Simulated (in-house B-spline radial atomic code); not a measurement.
Values are calculated unless marked as measured or tabulated.
# Fe in an electron gas of r_s = 4: phase shifts, screening and friction

A nucleus sits in a uniform electron gas with a rigid positive background. The Kohn-Sham equations are solved self-consistently in the spin-unpolarised LDA (PW92), non-relativistic, on B-splines with outgoing waves at the boundary and partial waves to l = 8. The model has no lattice, no bands and no magnetic solution. Atomic units; δ_l are the phase shifts at the Fermi level, counted so that each bound state adds π, and good to about 0.0005. A narrow, partly filled d or f resonance in a thin gas would split by spin, so such rows rest on a solution that is probably unstable.

The density parameter is r_s = 4 bohr.

```csv
l,δ_l (rad)
0,10.0406
1,6.3318
2,2.3824
3,-0.0166
4,0.0004
5,-0.0001
6,-0.0002
7,-0.0003
8,-0.0002
```

Bound levels below the band bottom (hartree): s -253.8, s -29.1, p -25.09, s -2.914, p -1.746.

Problem. Check the Friedel sum rule, and say where the screening charge sits.

Solution. k_F = (9π/4)^(1/3)/r_s = 0.47979. The rule is Z = (2/π) Σ (2l + 1) δ_l. The terms are s 6.392, p 12.093, d 7.583, f -0.074 and -0.005 beyond, in all 25.989 against Z = 26. Bound states hold 6 s, 12 p, 0 d electrons, so the scattering states carry 7.99 in all.

Problem. Find the transport cross section and the electronic stopping of a 1 keV Fe ion (mass 55.84 u).

Solution. σ_tr = (4π/k_F²) Σ (l + 1) sin²(δ_l − δ_(l+1)). The terms for l = 0 to 3 are 0.2887, 1.0448, 1.3717, 0.0012, all together 2.7064, so σ_tr = 54.589 × 2.7064 = 147.739 bohr². With n = 3/(4π r_s³) = 0.00373, the friction coefficient is Q = n k_F σ_tr = 0.2644. For v well below v_F = 0.480, dE/dx = Q v; with 24801 eV per u at v = 1, v = √(1000/(24801 × 55.84)) = 0.0269, so dE/dx = 0.00711 hartree/bohr = 3.65 eV/nm. The largest term couples the d and f waves.
